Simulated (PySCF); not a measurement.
Cartesian coordinates in Å; atom numbers follow the order of the lines, from 1:
```xyz
9

Cu    0.009    0.020   -0.008
P     0.001   -0.009    2.252
H     0.810   -0.952    2.940
H    -1.214   -0.266    2.941
H     0.392    1.143    2.984
Si    0.003    0.017   -2.306
H     1.320    0.388   -2.940
H    -0.983    0.972   -2.933
H    -0.337   -1.314   -2.929
```

All values are calculated (PySCF 2.14.0 with density-fitted response routines): shieldings: GIAO B3LYP/pcSseg-1 (pcSseg-2 on Cu), geometry: PBE0-D3(BJ)/def2-SVP. Non-relativistic, single conformer, isolated molecule, rapidly exchanging positions averaged.

References, each an isolated molecule treated in the same way: ¹H (σ = 31.38 ppm), ²⁹Si (σ = 337.86 ppm) against TMS; ³¹P (σ = 297.42 ppm) vs H3PO4.

```json
{"atoms": "H3/H4/H5", "nucleus": "¹H", "count": "3", "δ (ppm)": "?"}
{"atoms": "Si6", "nucleus": "²⁹Si", "count": "1", "δ (ppm)": "-135.7"}
{"atoms": "H7/H8/H9", "nucleus": "¹H", "count": "3", "δ (ppm)": "2.75"}
{"atoms": "P2", "nucleus": "³¹P", "count": "1", "δ (ppm)": "?"}
```

Q: Complete the table.

A: 
- H3/H4/H5: 3.12 ppm, hydrogen on a phosphorus bonded to Cu
- P2: -238.3 ppm, phosphorus bonded to Cu, 3 H

Experimental scales use liquid or dissolved standards, which lie at an offset from isolated H3PO4.
